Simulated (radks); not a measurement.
Results of a calculation; reference values are marked as such.
Problem. All-electron atom: neutral lead in [Hg] 6p2. Code: a radial shooting solver on a logarithmic mesh with Libxc functionals. Model: scalar-relativistic Kohn-Sham, PBE, spin-polarised, spherical densities, finite nucleus; open shells are filled with parallel spins first (spin-orbit coupling, left out, can overturn this in heavy ions); Fermi nuclear charge, rms radius 5.5012 fm. Some entries of the table are withheld. Estimate them.

orbital,occ.,eigenvalue (hartree),r(max) (bohr)
1s up,1,-3236.656,0.009847
1s down,1,-3236.656,0.009847
2s up,1,-578.9608,0.05717
2s down,1,-578.9607,0.05717
2p up,3,-496.8300,0.04761
2p down,3,-496.8296,0.04761
3s up,1,-138.9808,0.1612
3s down,1,-138.9804,0.1612
3p up,3,-115.4161,0.1613
3p down,3,-115.4157,0.1613
3d up,5,-91.32232,0.1314
3d down,5,-91.32200,0.1314
4s up,1,-31.45991,0.3623
4s down,1,-31.45935,0.3623
4p up,3,-23.73333,0.3823
4p down,3,-23.73272,0.3824
4d up,5,-14.77218,0.3884
4d down,5,-14.77148,0.3884
5s up,1,-5.28863,0.7890
5s down,1,-5.28708,0.7891
4f up,7,-4.87904,0.3498
4f down,7,-4.87821,0.3498
5p up,3,-3.14991,0.8818
5p down,3,-3.14837,0.8819
5d up,5,(1),1.072
5d down,5,(2),1.071
6s up,1,-0.45492,1.977
6s down,1,-0.41755,1.951
6p up,2,(3),2.665
6p down,0,(4),2.639

Solution. 
(1) 5d up eigenvalue (hartree): -0.77643
(2) 5d down eigenvalue (hartree): -0.76918
(3) 6p up eigenvalue (hartree): -0.14477
(4) 6p down eigenvalue (hartree): -0.09957
